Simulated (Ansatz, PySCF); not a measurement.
Caution, from a PySCF single point (B3LYP-D3(BJ)/def2-TZVPD) at this geometry: the highest occupied level lies above zero, so the state may not be bound. This triplet is an excited state, 2.15 eV above the relaxed singlet at the level B3LYP-D3(BJ)/def2-TZVPD // B3LYP-D3(BJ)/def2-SVPD (PySCF).

Species: HBFO, SMILES `O[B-]F` (excited triplet; H–O–B–F torsion 89°) (charge -1, multiplicity 3).

Task: Give a relaxed geometry from B3LYP-D3(BJ)/def2-SVPD (Ansatz, an electronic-structure program).

Result: This is not unique; one that fits is the end point of this relaxation, one of several conformers (outside a Z-matrix the atoms follow the SMILES, hydrogens last).
Cartesian coordinates (Å) in one orientation:
```xyz
4

O     -0.802     0.252     0.341
B      0.502     0.486    -0.232
F      1.582    -0.382     0.114
H     -1.282    -0.356    -0.223
```
